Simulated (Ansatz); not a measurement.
Geometry optimisation, RKS PBE0-D4/6-31G* in Ansatz 0.2.0.

Input:

```yaml
crystal:
  periodic: [false, false, false]
  atoms:
    - { symbol: B, position_ang: [0.0, 0.0, 0.0] }
    - { symbol: Cl, position_ang: [0.0, 0.0, 2.21] }
    - { symbol: F, position_ang: [1.1431, 0.0, -0.66] }
    - { symbol: H, position_ang: [-1.0305, 0.0, -0.595] }
    - { symbol: Si, position_ang: [0.1008, 2.1328, 0.7095] }
    - { symbol: H, position_ang: [0.6771, 2.1737, 2.0503] }
    - { symbol: H, position_ang: [0.9351, 2.9107, -0.2019] }
    - { symbol: H, position_ang: [-1.2441, 2.7001, 0.741] }
    - { symbol: H, position_ang: [0.061, 1.2895, 1.8528] }
basis:
  gaussian: { orbitals: "6-31G*" }
hamiltonian:
  xc: pbe0
  dispersion: d4
relax:
  f_tol: 0.15
  max_steps: 25
  restrain:
    - { distance: [0, 4], at: 3.15, k: 30.0 }
    - { distance: [8, 1], at: 2.57, k: 30.0 }
    - { distance: [0, 1], at: 1.86, k: 30.0 }
    - { distance: [8, 4], at: 1.46, k: 30.0 }
```

Command:

```bash
$ ansatz run input.yaml --threads 1 --pin off --max-ram 2048MiB --backend cpu --events-out ev --progress --plain --runs-dir out
```

Where does it end, and by what steps?

It converged. The restraints hold the end off the free minimum. After 10 steps the energy has fallen by 5.878 eV (the restraints' own energy left out); Cl2 moved furthest, 1.43 Å. Parted: Cl2–H9 (1.34 → 2.58 Å).

```
step  energy less start (eV)  largest force component (eV/Å)  accepted
   0                  0.0000                           7.301       yes
   1                 -0.4723                           4.274       yes
   2                 -0.5686                           3.299       yes
   3                 -0.8701                           3.680       yes
   4                 -1.7111                           3.268       yes
   5                 -2.9570                           2.350       yes
   6                 -3.9784                           2.202       yes
   7                 -4.8494                           1.676       yes
   8                 -5.4945                           1.312       yes
   9                 -5.8353                           1.086       yes
  10                 -5.8783                           0.974       yes
```

```xyz
9
Properties=species:S:1:pos:R:3
B 0.010 -0.378 0.149
Cl -0.039 -1.335 1.699
F 1.164 -0.231 -0.459
H -1.012 -0.073 -0.375
Si 0.105 2.654 1.010
H 0.708 3.326 2.194
H 0.930 2.898 -0.202
H -1.285 3.133 0.779
H 0.062 1.212 1.311
```

The run took 39 s on 1 thread of Arm Neoverse V2, on a shared host, peak memory 0.15 GiB.
